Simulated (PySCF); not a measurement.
SMILES C=CC[SiH2][Si](C)(C)C, singlet, GFN2-xTB optimised geometry.

```
24

C      1.96    -2.90     1.05
C      1.27    -2.24     0.14
C      1.79    -1.11    -0.66
Si     1.10     0.56     0.00
Si    -1.23     0.56     0.00
C     -1.94    -0.32    -1.55
C     -1.90     2.35     0.00
C     -1.93    -0.32     1.55
H      1.54    -3.70     1.63
H      2.99    -2.66     1.26
H      0.24    -2.51    -0.05
H      2.88    -1.09    -0.63
H      1.49    -1.22    -1.71
H      1.70     0.75     1.33
H      1.71     1.60    -0.85
H     -1.60     0.15    -2.46
H     -3.03    -0.29    -1.56
H     -1.65    -1.36    -1.58
H     -1.58     2.90    -0.88
H     -1.56     2.90     0.87
H     -2.99     2.37     0.01
H     -1.57    -1.34     1.62
H     -3.02    -0.35     1.54
H     -1.63     0.20     2.46
```

Density from PBE0/def2-SVP (PySCF) at that geometry.

Minimum of the electron density along straight lines between bonded atoms, close to the bond critical point (lines longer than 1.1 times the sum of covalent radii, or with two minima, are not listed):

```json
[
 {"bond": "C1–C2", "length / Å": "1.322", "ρ at the minimum / e bohr⁻³": "0.345", "∇²ρ there / e bohr⁻⁵": "-0.93", "position (fraction from the first atom)": "0.49"},
 {"bond": "C2–C3", "length / Å": "1.483", "ρ at the minimum / e bohr⁻³": "0.260", "∇²ρ there / e bohr⁻⁵": "-0.61", "position (fraction from the first atom)": "0.51"},
 {"bond": "C3–Si4", "length / Å": "1.920", "ρ at the minimum / e bohr⁻³": "0.106", "∇²ρ there / e bohr⁻⁵": "0.28", "position (fraction from the first atom)": "0.62"},
 {"bond": "Si5–C6", "length / Å": "1.916", "ρ at the minimum / e bohr⁻³": "0.107", "∇²ρ there / e bohr⁻⁵": "0.31", "position (fraction from the first atom)": "0.38"},
 {"bond": "Si5–C7", "length / Å": "1.912", "ρ at the minimum / e bohr⁻³": "0.108", "∇²ρ there / e bohr⁻⁵": "0.31", "position (fraction from the first atom)": "0.38"},
 {"bond": "Si5–C8", "length / Å": "1.913", "ρ at the minimum / e bohr⁻³": "0.108", "∇²ρ there / e bohr⁻⁵": "0.31", "position (fraction from the first atom)": "0.38"},
 {"bond": "C1–H9", "length / Å": "1.077", "ρ at the minimum / e bohr⁻³": "0.282", "∇²ρ there / e bohr⁻⁵": "-1.07", "position (fraction from the first atom)": "0.63"},
 {"bond": "C1–H10", "length / Å": "1.078", "ρ at the minimum / e bohr⁻³": "0.282", "∇²ρ there / e bohr⁻⁵": "-1.07", "position (fraction from the first atom)": "0.63"},
 {"bond": "C2–H11", "length / Å": "1.083", "ρ at the minimum / e bohr⁻³": "0.281", "∇²ρ there / e bohr⁻⁵": "-1.06", "position (fraction from the first atom)": "0.63"},
 {"bond": "C3–H12", "length / Å": "1.090", "ρ at the minimum / e bohr⁻³": "0.273", "∇²ρ there / e bohr⁻⁵": "-0.98", "position (fraction from the first atom)": "0.63"},
 {"bond": "C3–H13", "length / Å": "1.091", "ρ at the minimum / e bohr⁻³": "0.271", "∇²ρ there / e bohr⁻⁵": "-0.96", "position (fraction from the first atom)": "0.62"},
 {"bond": "Si4–H14", "length / Å": "1.472", "ρ at the minimum / e bohr⁻³": "0.114", "∇²ρ there / e bohr⁻⁵": "0.31", "position (fraction from the first atom)": "0.49"},
 {"bond": "Si4–H15", "length / Å": "1.474", "ρ at the minimum / e bohr⁻³": "0.114", "∇²ρ there / e bohr⁻⁵": "0.31", "position (fraction from the first atom)": "0.49"},
 {"bond": "C6–H16", "length / Å": "1.086", "ρ at the minimum / e bohr⁻³": "0.271", "∇²ρ there / e bohr⁻⁵": "-0.97", "position (fraction from the first atom)": "0.62"},
 {"bond": "C6–H17", "length / Å": "1.087", "ρ at the minimum / e bohr⁻³": "0.271", "∇²ρ there / e bohr⁻⁵": "-0.97", "position (fraction from the first atom)": "0.62"},
 {"bond": "C6–H18", "length / Å": "1.086", "ρ at the minimum / e bohr⁻³": "0.271", "∇²ρ there / e bohr⁻⁵": "-0.96", "position (fraction from the first atom)": "0.62"},
 {"bond": "C7–H19", "length / Å": "1.086", "ρ at the minimum / e bohr⁻³": "0.272", "∇²ρ there / e bohr⁻⁵": "-0.97", "position (fraction from the first atom)": "0.62"},
 {"bond": "C7–H20", "length / Å": "1.086", "ρ at the minimum / e bohr⁻³": "0.272", "∇²ρ there / e bohr⁻⁵": "-0.97", "position (fraction from the first atom)": "0.62"},
 {"bond": "C7–H21", "length / Å": "1.086", "ρ at the minimum / e bohr⁻³": "0.271", "∇²ρ there / e bohr⁻⁵": "-0.96", "position (fraction from the first atom)": "0.62"},
 {"bond": "C8–H22", "length / Å": "1.086", "ρ at the minimum / e bohr⁻³": "0.272", "∇²ρ there / e bohr⁻⁵": "-0.97", "position (fraction from the first atom)": "0.62"},
 {"bond": "C8–H23", "length / Å": "1.087", "ρ at the minimum / e bohr⁻³": "0.271", "∇²ρ there / e bohr⁻⁵": "-0.96", "position (fraction from the first atom)": "0.62"},
 {"bond": "C8–H24", "length / Å": "1.086", "ρ at the minimum / e bohr⁻³": "0.272", "∇²ρ there / e bohr⁻⁵": "-0.97", "position (fraction from the first atom)": "0.62"}
]
```
